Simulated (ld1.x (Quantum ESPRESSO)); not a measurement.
As, TM: configuration errors across variants

| Item | Value |
| --- | --- |
| Element | arsenic (As) |
| Generator | ld1.x (Quantum ESPRESSO) 7.5 |
| Type | norm-conserving Troullier–Martins (Kleinman–Bylander form) |
| Functional | PBE |
| Relativity | scalar-relativistic |
| Frozen core | [Ar] |
| Valence charge | 15 |
| Reference configuration | 3d10 4s2 4p2 (charge +1) |
| Partial waves | 4s (bound): rc 1.20 bohr; 4p (bound): rc 1.80 bohr; 3d (bound): rc 1.10 bohr |
| Local potential | the d channel |
| Core correction | a·sin(br)/r model core, default radius (core density twice the valence density) |

All-electron excitation energies from the reference (eV): (1) 3d10 4s2 4p3 -9.149; (2) 3d10 4s2 4p1 17.918; (3) 3d10 4s2 4p0 45.621; (4) 3d10 4s2 4p3.3 -10.383; (5) 3d10 4s0 4p5 9.907; (6) 3d10 4s1 4p4 0.268; (7) 3d10 4s1 4p3 10.107.

The default core radius of the base comes out at 0.28 bohr.

4 further variants failed, have other tests or another functional or relativity, and are left out.

A true bound ghost makes a file unfit for plane-wave use even where its test errors are small: the radial tests pick states by their node count and pass the ghost by.

Errors AE − PS in meV (a dash: test not solved or not reliable):

| change | (1) | (2) | (3) | (4) | (5) | (6) | (7) | bound ghosts |
| --- | --- | --- | --- | --- | --- | --- | --- | --- |
| base | +2.4 | -1.0 | -0.7 | +3.1 | -17 | -4.3 | -3.5 | s, p |
| all radii but the core radius scaled by about 0.81 (s 0.98, p 1.46, d 0.90 bohr) | +1.7 | -3.3 | -17 | +2.1 | -122 | -34 | -28 | p, s |
| wave 4p (bound): rc 1.80 bohr becomes 4p (bound): rc 2.02 bohr | +2.4 | -1.2 | -2.9 | +3.1 | -13 | -3.2 | -2.5 | s, p |
| core correction a·sin(br)/r model core inside 0.76 bohr | +2.4 | -1.0 | -0.6 | +3.1 | -17 | -4.2 | -3.4 | s, p |

Problem. Give the same row for: local potential all-electron potential smoothed inside 1.60 bohr (lloc = -1).

Solution. +3.6, +1.1, +7.4, +4.9, -18, -4.4, -2.7; bound ghosts: none.
